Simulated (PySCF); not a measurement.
Te(SH)(SiH3) (H4SSiTe), SMILES [SiH3][Te]S.

Geometry: r2SCAN-D4/def2-SVP. The def2 effective core potentials stand for the cores of Te; spin–orbit coupling is left out. Other conformers were not sampled.

Method: PySCF with TDA-LC-ωPBE/def2-SVPD.

Vertical excitations. 

```json
[
 {"state": "S1", "energy (eV)": "3.27", "λ (nm)": "379", "f": "0.001", "main pairs": "HOMO→LUMO 94 %"},
 {"state": "S2", "energy (eV)": "4.04", "λ (nm)": "307", "f": "0.004", "main pairs": "HOMO−1→LUMO 92 %"},
 {"state": "S3", "energy (eV)": "5.16", "λ (nm)": "240", "f": "0.011", "main pairs": "HOMO→LUMO+1 81 %"},
 {"state": "S4", "energy (eV)": "6.05", "λ (nm)": "205", "f": "0.032", "main pairs": "HOMO−2→LUMO 46 %, HOMO−3→LUMO 25 %"},
 {"state": "S5", "energy (eV)": "6.32", "λ (nm)": "196", "f": "0.014", "main pairs": "HOMO−1→LUMO+2 32 %, HOMO−1→LUMO+1 28 %, HOMO−2→LUMO 12 %"},
 {"state": "S6", "energy (eV)": "6.45", "λ (nm)": "192", "f": "0.059", "main pairs": "HOMO→LUMO+2 42 %, HOMO→LUMO+3 37 %"},
 {"state": "S7", "energy (eV)": "6.62", "λ (nm)": "187", "f": "0.078", "main pairs": "HOMO−1→LUMO+1 39 %, HOMO−1→LUMO+2 12 %, HOMO−1→LUMO+8 9 %, HOMO−1→LUMO+3 8 %"},
 {"state": "S8", "energy (eV)": "7.03", "λ (nm)": "176", "f": "0.120", "main pairs": "HOMO−3→LUMO 27 %, HOMO→LUMO+3 25 %, HOMO−2→LUMO 9 %, HOMO→LUMO+6 7 %"},
 {"state": "S9", "energy (eV)": "7.06", "λ (nm)": "176", "f": "0.166", "main pairs": "HOMO−3→LUMO 20 %, HOMO→LUMO+2 15 %, HOMO→LUMO+3 13 %, HOMO−2→LUMO 9 %"},
 {"state": "S10", "energy (eV)": "7.23", "λ (nm)": "172", "f": "0.077", "main pairs": "HOMO→LUMO+4 30 %, HOMO→LUMO+5 22 %, HOMO→LUMO+9 13 %, HOMO→LUMO+7 9 %"},
 {"state": "T1", "energy (eV)": "2.58", "λ (nm)": "481", "f": "0", "main pairs": "HOMO→LUMO 93 %"},
 {"state": "T2", "energy (eV)": "3.37", "λ (nm)": "368", "f": "0", "main pairs": "HOMO−1→LUMO 91 %"},
 {"state": "T3", "energy (eV)": "4.59", "λ (nm)": "270", "f": "0", "main pairs": "HOMO→LUMO+1 75 %"},
 {"state": "T4", "energy (eV)": "4.77", "λ (nm)": "260", "f": "0", "main pairs": "HOMO−2→LUMO 77 %"}
]
```
Triplets are in the Tamm–Dancoff approximation.
